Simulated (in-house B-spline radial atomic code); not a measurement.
**Response and correlation of the scandium ion Sc³⁺**

Closed shell [Ne] 3s2 3p6. Computed with a B-spline radial code for spherical atoms: Dirac-Hartree-Fock, relativistic RPA (time-dependent Dirac-Hartree-Fock) for the response and second-order many-body perturbation theory for correlation, no-pair Dirac-Coulomb Hamiltonian, finite nucleus.

```tsv
multipole (bohr³, bohr⁵, bohr⁷)	uncoupled	coupled RPA
dipole	2.2511	2.1293
quadrupole	2.9167	?
octupole	9.9092	12.696
```

**Question.** What is the coupled quadrupole polarisability?

**Answer.** 3.441 atomic units, +18 % against the uncoupled value.

**Question.** Which subshells carry the dipole polarisability?

**Answer.** 3p3/2 66.0 %, 3p1/2 31.9 %, 3s1/2 2.0 %.

**Question.** What does the dipole shielding factor come to?

**Answer.** The dipole shielding factor is 0.857, against the exact N/Z = 18/21 = 0.857 of the non-relativistic theorem.

Dipole polarisability at imaginary frequency:

```json
{"u (Eh)": "0", "α(iu) (bohr³)": "2.129"}
{"u (Eh)": "0.16", "α(iu) (bohr³)": "2.108"}
{"u (Eh)": "0.4", "α(iu) (bohr³)": "2.003"}
{"u (Eh)": "0.8", "α(iu) (bohr³)": "1.703"}
{"u (Eh)": "1.2", "α(iu) (bohr³)": "1.37"}
{"u (Eh)": "1.6", "α(iu) (bohr³)": "1.081"}
{"u (Eh)": "2.4", "α(iu) (bohr³)": "0.6881"}
{"u (Eh)": "3.2", "α(iu) (bohr³)": "0.4664"}
{"u (Eh)": "4", "α(iu) (bohr³)": "0.3361"}
{"u (Eh)": "5.6", "α(iu) (bohr³)": "0.2002"}
{"u (Eh)": "8", "α(iu) (bohr³)": "0.1141"}
{"u (Eh)": "12", "α(iu) (bohr³)": "0.0602"}
{"u (Eh)": "16", "α(iu) (bohr³)": "0.03821"}
{"u (Eh)": "24", "α(iu) (bohr³)": "0.0199"}
{"u (Eh)": "40", "α(iu) (bohr³)": "0.008383"}
{"u (Eh)": "80", "α(iu) (bohr³)": "0.002389"}
```

**Question.** What dispersion coefficients follow for two such ions (the dispersion part alone)?

**Answer.** C6 = (3/π)∫α(iu)²du = 5.62 hartree·bohr⁶ and C8 = 53.82 hartree·bohr⁸.

Lowest J = 1 odd-parity excitations:

| energy (eV) | oscillator strength | leading channel | weight |
| --- | --- | --- | --- |
| 29.16 | 0.000228 | 3p3/2 → d3/2 | 0.567 |
| 33.373 | 0.00236 | 3p1/2 → d3/2 | 0.503 |
| 41.623 | 1.19 | 3p3/2 → s1/2 | 0.757 |
| 41.949 | 2.84 | 3p1/2 → s1/2 | 0.585 |
| 42.948 | 0.651 | 3p1/2 → s1/2 | 0.373 |
| 54.712 | 0.000526 | 3p3/2 → d3/2 | 0.624 |
| 55.719 | 0.0136 | 3p3/2 → d5/2 | 0.396 |
| 56.423 | 0.0905 | 3p1/2 → d3/2 | 0.68 |

Second-order correlation energy by the highest angular momentum of the excited pair (hartree): s -0.02055, p -0.174, d -0.3858, f -0.1061, g -0.04245, h -0.01613, i -0.007453, k -0.00389.

**Question.** What is the second-order correlation energy at the partial-wave limit?

**Answer.** The listed waves sum to -0.75639 hartree; extrapolating the increments as (l + 1/2)⁻⁴ gives -0.76435 hartree, -1.16 eV per electron.
